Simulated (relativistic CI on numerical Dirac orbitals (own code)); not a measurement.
# Magnetism of Zn3+, 3d9, in a crystal field

Calculated by Dirac-Coulomb-Breit CI, separate exchange-only KLI orbitals for each configuration, model QED (radiative potential, 1s self-energy scaled to tabulated hydrogen-like ionisation energies), valence Slater integrals scaled by 0.9, one configuration in a parametric crystal field (own radial code).

Field parameters in Wybourne normalisation: D4h B²₀ = −7Ds, B⁴₀ = 21(Dq − Dt), B⁴₄ = 21√(5/14) Dq; Oh B⁴₀ = 21Dq, B⁴₄ = √(5/14) B⁴₀; Td as Oh with Dq negative (B⁴₀ = 21Dq, B⁴₄ = √(5/14) B⁴₀). The field is a parameter set, without covalency.

S is read from ⟨S²⟩ = S(S + 1).

Powder χT (cm³ K mol⁻¹) by Van Vleck's formula, with temperature-independent terms:

```csv
Field,2 K,5 K,10 K,20 K,50 K,100 K,200 K,300 K
"D4h, 10Dq = 12900, Ds = 1480, Dt = 1050 cm⁻¹",0.502,0.502,0.503,0.504,0.506,0.51,0.518,0.527
"Oh, 10Dq = 17000 cm⁻¹",0.474,0.474,0.474,0.475,0.477,0.48,0.486,0.492
"Oh, 10Dq = 18000 cm⁻¹",0.468,0.468,0.469,0.469,0.471,0.474,0.48,0.485
"Td, 10Dq = -8450 cm⁻¹",0.377,0.38,0.385,0.395,0.424,0.473,0.571,0.667
"Td, 10Dq = -10650 cm⁻¹",0.377,0.38,0.385,0.394,0.421,0.466,0.557,0.647
"Td, 10Dq = -10800 cm⁻¹",0.377,0.38,0.384,0.394,0.421,0.466,0.556,0.646
"Td, 10Dq = -11950 cm⁻¹",0.377,0.38,0.384,0.393,0.419,0.463,0.551,0.638
"Td, 10Dq = -12000 cm⁻¹",0.377,0.38,0.384,0.393,0.419,0.463,0.551,0.638
```

(1) For Oh, 10Dq = 17000 cm⁻¹: what effective moment follows at 300 K?

Answers

(1) μ_eff = √(8χT) = 1.98 μB. The ground level has S = 0.50; the spin-only moment for S = 1/2 is 1.73 μB. The difference comes from the orbital moment, spin-orbit mixing of terms and temperature-independent paramagnetism, all larger in this ionic model than in covalent complexes.
